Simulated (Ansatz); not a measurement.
Worked example: the enthalpy of C3H7Br + C4H9Cl → C3H7Cl + C4H9Br

Species: C3H7Br (2-bromopropane) `CC(C)Br`, singlet; C4H9Cl (2-chloro-2-methylpropane) `CC(C)(C)Cl`, singlet; C3H7Cl (2-chloropropane) `CC(C)Cl`, singlet; C4H9Br (2-bromo-2-methylpropane) `CC(C)(C)Br`, singlet. The partners trade Br for Cl; both sit on C, so the bond types are kept.

Shapes, held fixed at every level: PBE0-D4/def2-TZVP. Programs: Ansatz 0.2.0. The zero-point and thermal terms to 298 K, harmonic and unscaled (PBE0-D4/def2-TZVP), stand in the table.

At r2SCAN-D4/def2-TZVPP; 1 Eh = 2625.50 kJ/mol:

| species | energy (Eh) | H(298 K) − E (kJ/mol) | tabulated ΔfH (kJ/mol) |
| --- | --- | --- | --- |
| C3H7Br | -2692.653380 | 264.0 | -99.4 |
| C4H9Cl | -618.003550 | 341.1 | -182.2 |
| C3H7Cl | -578.695556 | 265.0 | -144.9 |
| C4H9Br | -2731.960999 | 340.2 | -132.4 |

Task: Work out the reaction enthalpy at 298 K from the calculation and from the table of heats.

Result: 
1. Electronic: (-578.695556) + (-2731.960999) − [(-2692.653380) + (-618.003550)] = 0.000375 Eh = +1.0 kJ/mol.
2. Zero-point and thermal: (265.0) + (340.2) − [(264.0) + (341.1)] = +0.1 kJ/mol.
3. Computed ΔH = +1.1 kJ/mol.
4. From the heats of formation (CRC Handbook of Chemistry and Physics): (-144.9) + (-132.4) − [(-99.4) + (-182.2)] = +4.3 kJ/mol.
5. Computed less tabulated: -3.2 kJ/mol. Tabulated heats carry uncertainties of their own.

Relativity is left out for Br unless named.
